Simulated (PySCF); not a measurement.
## Two-component Hartree-Fock for V⁶⁺ (vanadium, charge +6)

Start: [Ne] 3s2 3p5; 3p1/2 filled at m_j = -1/2, +1/2; 3p3/2 filled at m_j = -1/2, +1/2, +3/2. Calculated with PySCF 2.14 in an even-tempered Gaussian basis (20 s from 0.27 bohr⁻², ratio 2.4; 14 p from 0.35 bohr⁻², ratio 2.4; 5 d from 2.9 bohr⁻², ratio 2.6; 5 f from 4.4 bohr⁻², ratio 2.6): generalised Hartree-Fock with the X2C-1e Hamiltonian and a Gaussian nucleus; one run each with spin-orbit coupling (SO) switched off, then screened by Boettger's factors.

| spinor shell | electrons | ε, spin-free (eV) | ε, screened SO (eV) | weight of nominal j (screened SO) | rms radius, screened SO (bohr) |
| --- | --- | --- | --- | --- | --- |
| 1s1/2 | 2 | -5631.7 | -5631.6 | 1.000 | 0.0768 |
| 2s1/2 | 2 | -769.06 | -769.00 | 1.000 | 0.332 |
| 2p1/2 | 2 | -657.45 | -662.76 | 0.997 | 0.300 |
| 3s1/2 | 2 | -184.55 | -184.53 | 1.000 | 0.949 |
| 3p1/2 | 2 | -151.61 | -152.69 | 0.726 | 0.987 |
| 3p3/2 | 3 | -151.61 | -150.98 | 0.817 | 0.992 |

Problem. Where does 2p3/2 lie, and what is the 2p spin-orbit splitting (screened SO)?

Solution. At -654.76 eV, 7.993 eV above 2p1/2.

```tsv
quantity	spin-free	screened SO
E (hartree)	-937.67841	-937.69990
M_J	3/2	3/2
⟨J²⟩	3.753	3.753
⟨L²⟩	2.003	2.003
⟨S²⟩	0.751	0.751
```

Each row is a mean over spinors that exchange with the open shell spreads, by up to 6.137 eV (3s1/2).

Rows whose weight is well below 1 are mixtures of j = l ± 1/2: exchange outweighs spin-orbit coupling there, and the label is only the starting occupation.

Without spin-orbit coupling the j labels of p, d and f shells carry no meaning; the spin-free column gives the mean over the occupied spinors of each nl shell.
